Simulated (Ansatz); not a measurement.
A nudged elastic band was laid between two geometries of CH7B2N (11 atoms, charge 0, multiplicity 1).

Method: RKS B3LYP-D4/def2-SVP in Ansatz.

```yaml
movable_images: 5
climbing_image: yes
spring: 5.0 eV/Å²
optimiser: fire
start_path: through a guess of the saddle point
force_threshold: 0.05 eV/Å
iteration_limit: 60
end_points: relaxed
largest_step: 0.5 Å
```

Image 0:

```xyz
11
Properties=species:S:1:pos:R:3
C -0.556 1.621 0.510
B -0.794 0.201 -0.122
B 0.429 -0.817 -0.684
N 1.064 -1.838 0.027
H -1.315 1.911 1.255
H -0.702 2.324 -0.339
H 0.452 1.813 0.909
H -1.956 -0.108 -0.312
H 0.806 -0.656 -1.833
H 1.790 -2.422 -0.374
H 0.848 -2.085 0.986
```

Image 6:

```xyz
11
Properties=species:S:1:pos:R:3
C -0.933 1.522 0.093
B -0.004 0.417 0.716
B 0.913 -0.690 -0.168
N 0.540 -1.984 -0.538
H -1.833 1.723 0.700
H -1.221 1.382 -0.961
H -0.340 2.460 0.147
H 0.129 0.461 1.926
H 2.023 -0.334 -0.528
H 1.143 -2.606 -1.065
H -0.350 -2.409 -0.303
```

(1) Which bonds break or form, and what moves?

(2) What energy profile does the band end with?

(3) What is the geometry of the highest image?

Results:

(1) No bond is made or broken. The height of N4 over the plane of its neighbours goes from 0.00 to 0.00 Å. The two ends are copies of one structure, up to a mirror image or an exchange of like atoms.

(2) It converged. The highest image is number 3 of 0 to 6, 12.2 kJ/mol above the ends, which have the same energy within 2 meV. The order of the stationary point at the top wasn't checked.

```
image  path coordinate (Å)  energy (kJ/mol)  height of N4 over the plane of its neighbours (Å)
    0                 0.00              0.0                                               0.00
    1                 0.88              3.3                                              -0.01
    2                 1.76              9.5                                              -0.01
    3                 2.63             12.2                                               0.00
    4                 3.56              9.1                                               0.00
    5                 4.50              3.4                                               0.01
    6                 5.43              0.0                                               0.00
```

(3) 
```xyz
11
Properties=species:S:1:pos:R:3
C -0.727 1.736 0.277
B -0.572 0.180 0.379
B 0.719 -0.647 -0.411
N 0.851 -2.029 -0.281
H -1.603 2.193 0.761
H -0.720 2.016 -0.795
H 0.191 2.219 0.669
H -1.405 -0.459 1.001
H 1.535 -0.098 -1.126
H 1.566 -2.577 -0.749
H 0.229 -2.589 0.294
```

Run time: 9.2 min on 1 thread of Arm Neoverse V1, on a shared host, peak memory 0.33 GiB.
